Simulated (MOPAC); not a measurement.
Input for MOPAC: PM7 on C2H8Si (SMILES CC[SiH3]), a point of a torsion scan.

```
PM7 1SCF PRECISE CHARGE=0 THREADS=1
C2H8Si

C     -1.28550593 1     0.58605543 1    -0.15006564 1
C     -0.35119635 1    -0.61566256 1     0.02964342 1
Si    -0.87829108 1    -2.14302157 1    -0.97436373 1
H     -1.97886910 1     0.66313967 1     0.68439817 1
H     -0.71849493 1     1.51600417 1    -0.17609045 1
H     -1.85796486 1     0.52220232 1    -1.07199228 1
H      0.65504392 1    -0.33648579 1    -0.29113630 1
H     -0.26741877 1    -0.85895041 1     1.08900698 1
H     -2.23171233 1    -2.54997874 1    -0.58971475 1
H     -0.86497670 1    -1.80093032 1    -2.39897128 1
H      0.06008186 1    -3.23736647 1    -0.71776638 1
```

It printed:

```
*******************************************************************************
 **                                                                           **
 **                              MOPAC v23.2.5                                **
 **                                                                           **
 *******************************************************************************
 ** MOPAC's Digital Object Identifier: https://doi.org/10.5281/zenodo.6511958 **
 **                                                                           **
 ** Please cite the open-source release paper for use of this MOPAC version:  **
 ** J. E. Moussa and J. J. P. Stewart (2026)                                  **
 ** MOPAC: An open-source semiempirical molecular orbital program             **
 ** J. Open Source Softw., 11(119), 8025, https://doi.org/10.21105/joss.08025 **
 *******************************************************************************

                              PM7 CALCULATION RESULTS

 *******************************************************************************
 *  PM7        - The PM7 Hamiltonian to be used
 *
 *
 *
 *                 CHARGE ON SYSTEM = 0
 *
 *
 *
 *  PRECISE    - TIGHTER CRITERIA TO BE USED
 *  1SCF       - DO 1 SCF AND THEN STOP
 *  THREADS=1  - MULTI-THREADING NOT USED
 *  T=         - A TIME OF 172800.0 SECONDS REQUESTED
 *  DUMP=N     - RESTART FILE WRITTEN EVERY 7200.0 SECONDS REQUESTED
 *******************************************************************************
PM7 1SCF PRECISE CHARGE=0 THREADS=1
 C2H8Si

   ATOM   CHEMICAL          X               Y               Z
  NUMBER   SYMBOL      (ANGSTROMS)     (ANGSTROMS)     (ANGSTROMS)

     1       C         -1.28550593  *   0.58605543  *  -0.15006564  *
     2       C         -0.35119635  *  -0.61566256  *   0.02964342  *
     3      Si         -0.87829108  *  -2.14302157  *  -0.97436373  *
     4       H         -1.97886910  *   0.66313967  *   0.68439817  *
     5       H         -0.71849493  *   1.51600417  *  -0.17609045  *
     6       H         -1.85796486  *   0.52220232  *  -1.07199228  *
     7       H          0.65504392  *  -0.33648579  *  -0.29113630  *
     8       H         -0.26741877  *  -0.85895041  *   1.08900698  *
     9       H         -2.23171233  *  -2.54997874  *  -0.58971475  *
    10       H         -0.86497670  *  -1.80093032  *  -2.39897128  *
    11       H          0.06008186  *  -3.23736647  *  -0.71776638  *



          CARTESIAN COORDINATES

    NO.       ATOM           X           Y           Z

     1         C         -1.2855      0.5861     -0.1501
     2         C         -0.3512     -0.6157      0.0296
     3        Si         -0.8783     -2.1430     -0.9744
     4         H         -1.9789      0.6631      0.6844
     5         H         -0.7185      1.5160     -0.1761
     6         H         -1.8580      0.5222     -1.0720
     7         H          0.6550     -0.3365     -0.2911
     8         H         -0.2674     -0.8590      1.0890
     9         H         -2.2317     -2.5500     -0.5897
    10         H         -0.8650     -1.8009     -2.3990
    11         H          0.0601     -3.2374     -0.7178

 General Reference for PM7:
 "Optimization of Parameters for Semiempirical Methods VI: More Modifications to the
 NDDO Approximations and Re-optimization of Parameters", J. J. P. Stewart, J. Mol. Mod., 1:32, 19 (2013)
 https://link.springer.com/article/10.1007/s00894-012-1667-x

           Empirical Formula: C2 H8 Si  =    11 atoms



      MOLECULAR POINT GROUP   :   C1


      RHF CALCULATION, NO. OF DOUBLY OCCUPIED LEVELS = 10


 -------------------------------------------------------------------------------
 PM7 1SCF PRECISE CHARGE=0 THREADS=1
 C2H8Si



     1SCF WAS SPECIFIED, SO BFGS WAS NOT USED
     SCF FIELD WAS ACHIEVED


                              PM7 CALCULATION
                                                       MOPAC v23.2.5 Linux




          FINAL HEAT OF FORMATION =         -6.61329 KCAL/MOL =     -27.67000 KJ/MOL


          COSMO AREA              =        115.43 SQUARE ANGSTROMS
          COSMO VOLUME            =        104.78 CUBIC ANGSTROMS

          IONIZATION POTENTIAL    =         10.882204 EV
          HOMO LUMO ENERGIES (EV) =        -10.882  1.697
          NO. OF FILLED LEVELS    =         10
          MOLECULAR WEIGHT        =         60.1707         POINT GROUP:  C1

          MOLECULAR DIMENSIONS (Angstroms)

            Atom       Atom       Distance
            H    11    H     5     4.84707
            H     8    H    10     3.45368
            H     7    H     9     3.10921


          SCF CALCULATIONS        =          1





   ATOM   CHEMICAL          X               Y               Z
  NUMBER   SYMBOL      (ANGSTROMS)     (ANGSTROMS)     (ANGSTROMS)

     1       C         -1.28550593  *   0.58605543  *  -0.15006564  *
     2       C         -0.35119635  *  -0.61566256  *   0.02964342  *
     3      Si         -0.87829108  *  -2.14302157  *  -0.97436373  *
     4       H         -1.97886910  *   0.66313967  *   0.68439817  *
     5       H         -0.71849493  *   1.51600417  *  -0.17609045  *
     6       H         -1.85796486  *   0.52220232  *  -1.07199228  *
     7       H          0.65504392  *  -0.33648579  *  -0.29113630  *
     8       H         -0.26741877  *  -0.85895041  *   1.08900698  *
     9       H         -2.23171233  *  -2.54997874  *  -0.58971475  *
    10       H         -0.86497670  *  -1.80093032  *  -2.39897128  *
    11       H          0.06008186  *  -3.23736647  *  -0.71776638  *

                             CARTESIAN COORDINATES

   1    C       -1.285505930     0.586055430    -0.150065640
   2    C       -0.351196350    -0.615662560     0.029643420
   3   Si       -0.878291080    -2.143021570    -0.974363730
   4    H       -1.978869100     0.663139670     0.684398170
   5    H       -0.718494930     1.516004170    -0.176090450
   6    H       -1.857964860     0.522202320    -1.071992280
   7    H        0.655043920    -0.336485790    -0.291136300
   8    H       -0.267418770    -0.858950410     1.089006980
   9    H       -2.231712330    -2.549978740    -0.589714750
  10    H       -0.864976700    -1.800930320    -2.398971280
  11    H        0.060081860    -3.237366470    -0.717766380


           Empirical Formula: C2 H8 Si  =    11 atoms



      MOLECULAR POINT GROUP   :   C1


                  EIGENVALUES
 -27.69010 -21.58139 -17.38245 -15.48190 -14.49719 -13.25684 -12.58613 -12.20157
 -11.81167 -10.88220   1.69715   2.72114   2.72935   4.38536   5.52961   5.85069
   6.09924   6.71687   7.03230   8.21842  21.21420  21.32431  21.99429  22.12945
  22.46970


              NET ATOMIC CHARGES AND DIPOLE CONTRIBUTIONS

  ATOM NO.   TYPE          CHARGE      No. of ELECS.   s-Pop       p-Pop       d-Pop
    1          C          -0.403184        4.4032     1.04015     3.36304
    2          C          -0.450333        4.4503     1.05465     3.39568
    3         Si           0.039180        3.9608     0.90326     2.91887     0.13869
    4          H           0.141659        0.8583     0.85834
    5          H           0.139842        0.8602     0.86016
    6          H           0.144149        0.8559     0.85585
    7          H           0.156626        0.8434     0.84337
    8          H           0.156768        0.8432     0.84323
    9          H           0.026629        0.9734     0.97337
   10          H           0.024553        0.9754     0.97545
   11          H           0.024113        0.9759     0.97589
 DIPOLE           X         Y         Z       TOTAL
 POINT-CHG.    -0.121    -0.189    -0.192     0.295
 HYBRID         0.245     0.627     0.413     0.790
 SUM            0.124     0.439     0.221     0.507


          ATOMIC ORBITAL ELECTRON POPULATIONS

     Atom    s        px        py        pz      x^2-y^2     xz        z^2       yz        xy
    1  C   1.04015   1.12270   1.07205   1.16829
    2  C   1.05465   1.12058   1.10369   1.17141
    3 Si   0.90326   1.02167   0.91366   0.98355   0.02470   0.00908   0.04263   0.02425   0.03803
    4  H   0.85834
    5  H   0.86016
    6  H   0.85585
    7  H   0.84337
    8  H   0.84323
    9  H   0.97337
   10  H   0.97545
   11  H   0.97589

 **********************
 *                    *
 * JOB ENDED NORMALLY *
 *                    *
 **********************




 == MOPAC DONE ==
```

The run finished.

Cost: very roughly 0.04 core-seconds.
